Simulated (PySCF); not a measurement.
Species: CH5AsBN.
Bonds: N1–C2 (triple), C2–B3, B3–As4. Hydrogens: H5, H6 on B3; H7, H8, H9 on As4.

All values: wB97X-D/def2-SVPD (PySCF, non-relativistic), on one gas-phase PBE0-D3(BJ)/def2-SVP geometry that isn't relaxed in the solvent. The solvent is an IEF-PCM continuum (van der Waals radii × 1.2), and excitations are vertical TDDFT with non-equilibrium linear response and a frozen core. Only the electrostatic response of the medium enters. Spin–orbit coupling is left out although an atom past zinc is present.

Gas-phase singlets (H = HOMO, L = LUMO):

```
state  E (eV)  λ (nm)      f  leading configuration
   S1   6.750     184  0.000                H→L 54%
   S2   7.183     173  0.110              H-1→L 52%
   S3   7.598     163  0.035            H-1→L+1 68%
   S4   7.613     163  0.002            H-1→L+2 40%
   S5   7.742     160  0.001              H→L+1 72%
```

Q: How does the list change in chloroform (ε = 4.711)?

A: 
| state | E (eV) | λ (nm) | f | leading configuration | change by rank (eV) |
| --- | --- | --- | --- | --- | --- |
| S1 | 7.036 | 176 | 0.000 | H-1→L 67% | +0.286 |
| S2 | 7.354 | 169 | 0.172 | H→L 61% | +0.171 |
| S3 | 7.689 | 161 | 0.002 | H→L+4 65% | +0.091 |
| S4 | 8.082 | 153 | 0.121 | H→L+2 82% | +0.469 |
| S5 | 8.247 | 150 | 0.059 | H→L+1 57% | +0.505 |

Q: How does the list change in tetrahydrofuran (ε = 7.426)?

A: 
```tsv
state	E (eV)	λ (nm)	f	leading configuration	change by rank (eV)
S1	7.065	175	0.000	H-1→L 69%	+0.315
S2	7.372	168	0.168	H→L 62%	+0.189
S3	7.684	161	0.002	H→L+4 62%	+0.086
S4	8.136	152	0.123	H→L+2 72%	+0.523
S5	8.287	150	0.075	H→L+1 51%	+0.545
```

Q: How do the frontier levels move from gas to tetrahydrofuran?

A: 
```csv
orbital,gas (eV),solvent (eV),change (eV)
LUMO+2,1.52,2.14,+0.62
LUMO+1,1.40,1.95,+0.55
LUMO,0.94,1.48,+0.54
HOMO,-10.41,-10.48,-0.07
HOMO-1,-10.45,-10.62,-0.17
HOMO-2,-11.56,-12.06,-0.50
HOMO-3,-12.24,-12.30,-0.06
```

The HOMO–LUMO gap goes from 11.35 to 11.96 eV. Rows go by rank; for HOMO-3, HOMO-1, HOMO, LUMO, LUMO+1 and LUMO+2 the atom shares or the degeneracy differ between the runs, so the row needn't follow one orbital.

Time: 9.0 s wall. Hardware: one thread, Arm Neoverse V2, on a shared host. This is the whole response run at wB97X-D/def2-SVPD in tetrahydrofuran, SCF included.
